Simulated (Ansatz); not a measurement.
A nudged elastic band was laid between two geometries of AlH$_{5}$O$_{2}$Si (9 atoms, charge 0, multiplicity 1).

All numbers below come from RKS PBE0/def2-SVP in Ansatz.

| Property | Result |
| --- | --- |
| movable images | 5 |
| climbing image | yes |
| spring | 5.0 eV/Å² |
| optimiser | quadratic models (default) |
| start path | IDPP |
| force threshold | 0.03 eV/Å |
| iteration limit | 39 |
| end points | relaxed |

Image 0:

```xyz
9
Properties=species:S:1:pos:R:3
O 1.386 1.190 1.745
Al 0.337 1.092 0.401
Si -0.323 -1.167 -0.314
O -0.887 -1.160 -1.899
H 1.734 1.991 2.142
H -0.155 2.444 -0.296
H 0.839 -2.105 -0.314
H -1.342 -1.753 0.626
H -1.588 -0.530 -2.090
```

Image 6:

```xyz
9
Properties=species:S:1:pos:R:3
O 1.153 1.139 1.972
Al 0.478 1.171 0.402
Si -0.348 -0.993 -0.386
O -1.222 -0.675 -1.787
H 1.530 1.887 2.439
H 0.456 2.548 -0.397
H 0.774 -1.958 -0.661
H -1.207 -1.682 0.639
H -1.614 -1.438 -2.222
```

Q: Which bonds break or form, and what moves?

A: No bond is made or broken. The dihedral H8–Si3–O4–H9 goes from 71 to -58°.

Q: Give the energies along the band, and the barrier.

A: The forces met the threshold. The highest image is number 3 of 0 to 6, 0.026 eV above the first end and 0.058 eV above the last; the last end lies 0.032 eV below the first. A vibrational analysis at the climbing image gives one clearly imaginary mode, 251i cm⁻¹: a first-order saddle point.

| image | path coordinate (Å) | energy (eV) | dihedral H8–Si3–O4–H9 (°) |
| --- | --- | --- | --- |
| 0 | 0.00 | 0.000 | 71 |
| 1 | 0.31 | 0.002 | 67 |
| 2 | 0.62 | 0.014 | 46 |
| 3 | 0.94 | 0.026 | 16 |
| 4 | 1.29 | -0.001 | -21 |
| 5 | 1.64 | -0.030 | -52 |
| 6 | 2.00 | -0.032 | -58 |

Q: What is the geometry of the highest image?

A: 
```xyz
9
Properties=species:S:1:pos:R:3:forces:R:3
O 1.319 1.107 1.880 0.01 -0.01 -0.01
Al 0.466 1.132 0.398 0.00 0.00 0.01
Si -0.321 -1.055 -0.392 0.01 0.01 0.02
O -0.933 -0.923 -1.955 0.00 0.00 0.00
H 1.702 1.864 2.327 0.00 0.00 0.00
H 0.237 2.535 -0.327 0.00 0.00 0.00
H 0.794 -2.056 -0.411 -0.01 -0.01 -0.01
H -1.376 -1.624 0.520 0.00 0.00 0.00
H -1.888 -0.980 -2.039 -0.01 0.00 -0.01
```

Q: What are the harmonic wavenumbers there?

A: 251i, 20, 106, 200, 305, 403, 432, 509, 523, 678, 689, 824, 837, 871, 918, 931, 1908, 2165, 2203, 3951, 3973 cm⁻¹.

The run took 5.4 min on 1 thread of AMD EPYC 7571, on a shared host, peak memory 0.2 GiB.
